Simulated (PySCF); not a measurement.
Which determinant of IO lies lowest?

Unrestricted PBE0; I x2c-SVPall, O x2c-SVPall; spin-free X2C with a Gaussian nucleus (PySCF 2.14). Outer shells of the fragments: I 4d10 5s2 5p5; O 2s2 2p4.

Followed along the bond (rough minima from three points):

```tsv
2Ms+1	unpaired	⟨S²⟩ at the start	R at minimum (Å)	Te (eV)
2	π ↑	0.76	1.93	0.00
4	σ ↑, π ↑↑	3.76	none in the scan	≤ 1.65
```

Solutions found at the starting distance of 1.910 Å, counted from the lowest of them; the search is not exhaustive and high or unbound solutions are not listed, so other states can lie among these:

```csv
2Ms+1,unpaired,term,E (eV),⟨S²⟩,⟨Lz²⟩,μ (D)
2,π ↑,²Π,0.00,0.76,1.00,-2.38
4,"σ ↑, π ↑↑",⁴Σ⁻,2.16,3.76,0.00,-1.29
2,"σ ↓, π ↑↑",mixed,2.77,1.76,0.00,-1.30
2,"σ ↑, π ↑↓",mixed,2.83,1.76,2.01,-1.51
2,σ ↑,mixed,3.70,1.25,2.00,-1.76
4,"σ ↑, π ↑↑",mixed,4.44,3.76,2.01,-1.65
4,"σ ↑↑, π ↑",⁴Π,5.47,3.76,1.00,-0.99
2,π ↑,mixed,7.08,1.30,1.07,-0.37
```

A term symbol is given only where ⟨S²⟩ and ⟨Lz²⟩ are close to those of a pure state; real π, δ and φ orbitals otherwise mix terms. A positive dipole means I(−)O(+).

Spin–orbit coupling is left out. Counting both spins, an empty level lies below a filled one in some of these solutions, because spin and occupation are held.
